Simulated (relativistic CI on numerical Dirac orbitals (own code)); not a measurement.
**Line list: Forbidden lines, Hf LXVII**

Computed by Dirac-Coulomb-Breit CI, separate exchange-only KLI orbitals for each configuration, model QED (radiative potential, 1s self-energy scaled to tabulated hydrogen-like ionisation energies), unscaled Slater integrals (own radial code, finite nucleus).

Configurations in the expansion (outside the closed core 1s2): 2s²2p², 2s2p³, 2p⁴, 2p³3s, 2p³3p, 2p³3d, 2s²2p3s, 2s²2p3p, 2s²2p3d, 2s2p²3s, 2s2p²3p, 2s2p²3d, 2s²2p4s, 2s²2p4p, 2s²2p4d, 2s²2p4f, 2s²3s², 2s2p²4s, 2s2p²4p, 2s²3s3p, 2s2p²4d, 2s2p²4f, 2s²3s3d, 2s²2p5s, 2s²3p², 2s²2p5p, 2s²2p5d, 2s²2p5f, 2s²2p5g, 2s²3p3d, 2s2p3s², 2s²3d², 2s2p3s3p, 2s2p3s3d, 2s2p3p², 2s2p3p3d. Levels of other configurations are missing.

```csv
λ vac (nm),Lower,Upper,Type,A (s⁻¹),gf,Branching (%)
0.08367,2s²2p² ³P0 [1],2s²2p5f ³F2 [314],E2,3.53e+12,1.85e-03,2.2
0.09140,2s²2p² ¹D2 [3],2s²2p5f ³G4 [319],E2,3.66e+12,4.13e-03,2.4
0.10148,2s²2p² ³P2 [6],2s²2p4f ³F4 [294],E2,7.81e+12,1.09e-02,2.7
0.10187,2s2p³ ⁵S°2 [8],2s2p²4f ³G°4 [348],E2,6.32e+12,8.85e-03,2.2
0.10190,2s2p³ ³D°3 [9],2s2p²4f ³G°5 [372],E2,5.80e+12,9.92e-03,2.0
0.11526,2s²2p² ³P2 [6],2s2p²3d ³D3 [188],E2,1.61e+12,2.25e-03,2.4
0.11530,2s²2p² ³P2 [6],2s2p²3d ³F4 [187],E2,7.70e+12,1.38e-02,25.1
0.11533,2s2p³ ³P°2 [16],2p³3d ³D°3 [328],E2,4.96e+12,6.93e-03,16.5
0.11534,2s2p³ ⁵S°2 [8],2p³3d ³D°3 [227],E2,4.61e+12,6.44e-03,7.1
0.11537,2s2p³ ⁵S°2 [8],2p³3d ⁵D°4 [226],E2,7.55e+12,1.36e-02,35.4
0.11544,2s2p³ ³P°2 [16],2p³3d ³D°2 [322],E2,2.22e+12,2.22e-03,7.2
0.11553,2s2p³ ³P°2 [16],2p³3d ³F°4 [317],E2,8.31e+12,1.50e-02,29.1
0.11558,2s2p³ ³D°3 [9],2p³3d ³G°5 [231],E2,8.28e+12,1.83e-02,40.2
0.11559,2s2p³ ³D°3 [9],2p³3d ³F°4 [229],E2,5.31e+12,9.57e-03,25.2
0.11562,2s2p³ ³P°2 [4],2p³3d ³F°4 [129],E2,8.06e+12,1.45e-02,56.3
0.11575,2s²2p² ¹S0 [7],2s2p²3d ¹D2 [190],E2,9.93e+12,9.98e-03,3.4
0.11624,2s2p³ ¹P°1 [17],2p³3d ³D°3 [328],E2,3.32e+12,4.70e-03,11.1
0.11635,2s2p³ ⁵S°2 [8],2p³3d ³F°2 [206],E2,5.69e+12,5.77e-03,3.1
0.11635,2s2p³ ¹P°1 [17],2p³3d ³D°2 [322],E2,6.00e+12,6.09e-03,19.5
0.11636,2s2p³ ⁵S°2 [8],2p³3d ⁵D°1 [205],E2,6.47e+12,3.94e-03,2.9
0.11651,2s²2p² ³P2 [6],2s2p²3d ³F4 [174],E2,3.55e+12,6.51e-03,39.5
0.11651,2s2p³ ³P°2 [4],2p³3d ³P°0 [128],E2,7.96e+12,1.62e-03,28.8
0.11660,2s2p³ ¹D°2 [12],2p³3d ³F°4 [229],E2,2.76e+12,5.05e-03,13.1
0.11660,2s2p³ ³P°2 [4],2p³3d ³F°3 [126],E2,4.09e+12,5.83e-03,7.9
0.11661,2s2p³ ³D°3 [9],2p³3d ³G°4 [215],E2,2.86e+12,5.25e-03,13.7
0.11665,2s2p³ ³P°0 [10],2p³3d ³F°2 [225],E2,3.05e+12,3.11e-03,3.6
0.11669,2s2p³ ³P°2 [4],2p³3d ³D°2 [125],E2,5.08e+12,5.19e-03,3.4
0.11672,2s²2p² ¹D2 [3],2s2p²3d ³G3 [102],E2,2.68e+12,3.83e-03,2.0
0.11672,2s2p³ ³S°1 [11],2p³3d ³D°3 [227],E2,2.94e+12,4.20e-03,4.5
0.11704,2s2p³ ³P°1 [13],2p³3d ³F°2 [225],E2,4.32e+12,4.44e-03,5.1
0.11750,2s²2p² ¹D2 [3],2s2p²3d ³G4 [91],E2,4.26e+12,7.93e-03,22.9
0.11755,2s2p³ ³D°1 [5],2p³3d ³F°3 [126],E2,3.81e+12,5.53e-03,7.3
0.11763,2s2p³ ¹D°2 [12],2p³3d ³G°4 [215],E2,4.55e+12,8.49e-03,21.8
0.12070,2s²2p² ¹D2 [3],2s²2p3p ³P2 [63],E2,1.06e+12,1.15e-03,9.1
0.12085,2s²2p² ³P1 [2],2s²2p3p ³D3 [61],E2,9.02e+11,1.38e-03,9.2
0.12101,2s2p³ ⁵S°2 [8],2s2p²3p ⁵D°4 [154],E2,1.04e+12,2.06e-03,20.4
0.12106,2s²2p² ¹D2 [3],2s²2p3p ¹P1 [62],E2,1.30e+12,8.60e-04,9.1
0.12106,2s²2p² ¹D2 [3],2s²2p3p ³D3 [61],E2,6.24e+11,9.59e-04,6.4
0.12119,2s²2p² ³P0 [1],2s²2p3p ³D2 [29],E2,1.22e+12,1.34e-03,25.9
0.12156,2s2p³ ³P°2 [4],2s2p²3p ³F°4 [81],E2,1.35e+12,2.69e-03,41.1
0.13815,2s²2p² ³P2 [6],2s²2p3p ³D3 [61],E2,9.62e+11,1.93e-03,9.9
0.13825,2s²2p² ¹D2 [3],2s²2p3p ³D2 [29],E2,8.54e+11,1.22e-03,18.2
0.13869,2s2p³ ³D°3 [9],2s2p²3p ³F°4 [81],E2,7.44e+11,1.93e-03,22.7
0.14384,2s²2p² ³P2 [6],2s²2p3p ³D2 [44],E2,1.73e+12,2.68e-03,27.2
0.14422,2s²2p² ³P1 [2],2s²2p3p ³D1 [23],E2,1.24e+12,1.16e-03,40.5
```

Terms are leading LS components. Brackets give the number of a level in order of energy, since labels repeat. The list gives strong lines, with weight on those to low levels, among the lowest 400 of 791 levels, so that lines to higher ones, which can be the strongest, are missing. Levels whose partners in the same complex of configurations lie outside the list can be far off, and so can their lines. Rates are taken at the computed energies, electric ones in the length gauge.

At this charge energies of transitions that change n are usually good to better than 1 %, and those within a shell (Δn = 0) to a few per cent.

LS names give the leading component of a level, which can be under half, so a name can repeat, a term be missing and a line seem to break the LS rules.
